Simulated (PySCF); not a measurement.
**Telling isomers of C$_{7}$H$_{11}$N apart by NMR**

PySCF 2.14 calculation with geometry: GFN2-xTB and shieldings: GIAO PBE0/pcSseg-1; non-relativistic Hamiltonian, one averaged value for each set of equivalent atoms, a single conformation, isolated molecule.

Chemical shifts δ = σref − σ; $^{1}$H (σref 31.72), $^{13}$C (σref 186.93) against TMS, all at this level. Where no couplings were computed, multiplicities follow the n + 1 count of equivalent neighbours, and m marks all less simple cases (inequivalent or close neighbours, rings, F or P nearby). Shifts are as computed. Against solution values, carbons near 30 ppm lie about +3 ppm off and those near 130 ppm about +5 ppm. Of 1211 compounds with measured shifts, 218 miss one by over three times the rms of a fit or turn the order of signals round; such compounds aren't used in these exercises. OH and NH positions are gas-phase values without hydrogen bonding to other molecules.

(1) Tabulate the signals of `[H]/N=C\[C@]12CC[C@H](C1)C2`, `C=N[C@@]12CCC[C@@H]1C2`, `C=C1CC[C@H]1/C=N\C` and their relative energies.

(2) What is the quickest way to tell [H]/N=C\[C@]12CC[C@H](C1)C2 from C=N[C@@]12CCC[C@@H]1C2?

(3) What is the quickest way to tell C=N[C@@]12CCC[C@@H]1C2 from C=C1CC[C@H]1/C=N\C?

(4) What is the quickest way to tell [H]/N=C\[C@]12CC[C@H](C1)C2 from C=C1CC[C@H]1/C=N\C?

Answers

(1) 
```json
{"SMILES": "[H]/N=C\\[C@]12CC[C@H](C1)C2", "carbon types": "1×C 2×CH 4×CH2", "δC": "180.1, 58.7, 40.7, 37.2, 32.7, 31.4", "δH": "10.70 (br s, 1H), 8.18 (s, 1H), 2.34 (m, 1H), 1.83 (m, 2H), 1.66 (m, 2H), 1.44 (m, 2H), 1.00 (m, 2H)", "E rel. (kcal/mol)": "1.1"}
{"SMILES": "C=N[C@@]12CCC[C@@H]1C2", "carbon types": "1×C 1×CH 5×CH2", "δC": "148.1, 58.8, 35.2, 29.9, 27.9, 24.1, 23.3", "δH": "7.67 (d, 1H), 7.27 (d, 1H), 1.96 (m, 1H), 1.96 (m, 1H), 1.78 (m, 1H), 1.76 (m, 1H), 1.75 (m, 1H), 1.59 (m, 1H), 1.42 (m, 1H), 1.35 (m, 1H), 0.98 (m, 1H)", "E rel. (kcal/mol)": "0.0"}
{"SMILES": "C=C1CC[C@H]1/C=N\\C", "carbon types": "1×C 2×CH 3×CH2 1×CH3", "δC": "172.7, 160.1, 115.5, 42.9, 42.4, 30.1, 23.6", "δH": "7.88 (d, 1H), 5.41 (m, 1H), 5.33 (m, 1H), 3.84 (m, 1H), 3.52 (s, 3H), 2.84 (m, 1H), 2.81 (m, 1H), 2.38 (m, 1H), 1.77 (m, 1H)", "E rel. (kcal/mol)": "21.3"}
```

Energies are electronic energies at PBE0/pcSseg-1 on these geometries, without zero-point or thermal terms, each for the one conformer computed, which needn't be the lowest.

(2) Count the carbon signals: 6 against 7. The first has a C=N carbon (CH) at 180.1 ppm, the second a C=N carbon (CH2) at 148.1 ppm. In the proton spectra the most deshielded non-exchanging signals are 8.18 (s, 1H) and 7.67 (d, 1H).

(3) Both give the same number of carbon signals, but DEPT or the intensities differ. The first has a three-membered-ring carbon (C) at 58.8 ppm, the second a C=N carbon (CH) at 172.7 ppm. Their most deshielded carbons lie at 148.1 and 172.7 ppm.

(4) Count the carbon signals: 6 against 7. The first has a quaternary sp3 carbon in a ring (C) at 58.7 ppm, the second a fully substituted alkene carbon (C) at 160.1 ppm. Their most deshielded carbons lie at 180.1 and 172.7 ppm.
